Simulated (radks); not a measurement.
The numbers below are computed, except where a source is named.
Numerical settings for the bismuth ion Bi+, [Hg] 6p2. Level of theory: Dirac Kohn-Sham, PBE, spin-unpolarised, spherical densities, finite nucleus; open shells fill j = l - 1/2 first; Fermi nuclear charge, rms radius 5.5211 fm (a radial shooting solver on a logarithmic mesh with Libxc functionals). The defaults (mesh step 0.008 in ln r, mesh end at 40 bohr or more with all orbitals vanishing there, Anderson mixing 0.5 over 9 steps, residual threshold near 1e-9 with the energy settled to 1e-9 hartree or 1e-11 of itself, here a cap of 72 iterations) give E = -21574.686 hartree and 6p1/2 at -12.544 eV in 15 iterations. Run on one thread of a shared host, so times are rough (Arm Neoverse V2): 0.16 s of CPU time, 0.16 s wall, 15 iterations on 2360 mesh points. Changes against that run (0 stands for a change within the tolerance of the run):

setting                    iterations  converged  E (mhartree)  e(6p1/2) (meV)  CPU (s)
mesh step in ln r 0.005            15        yes             0               0     0.25
mesh step in ln r 0.2               4         no      diverged               -     0.01
mesh step in ln r 0.02             15        yes      +0.00116               0     0.07
mesh end (bohr) 12                 15        yes             0         +0.0519     0.15
mesh end (bohr) 400                15        yes             0               0     0.16
residual threshold 1e-16           72         no             0               0     0.38
residual threshold 0.001            8        yes             0           +1.68     0.11
mixing 0.05                        21        yes             0               0     0.21
linear mixing, mixing 1            72         no     +1.48e+06        +1.1e+04      2.8
linear mixing, mixing 0.5          30        yes             0               0     0.25
mixing history 2                   19        yes             0               0     0.19
iteration cap 3                     3         no         +38.5            -740     0.05

No run marked as converged misses the energy by more than 1 mhartree. A mesh that ends early acts as a hard wall.
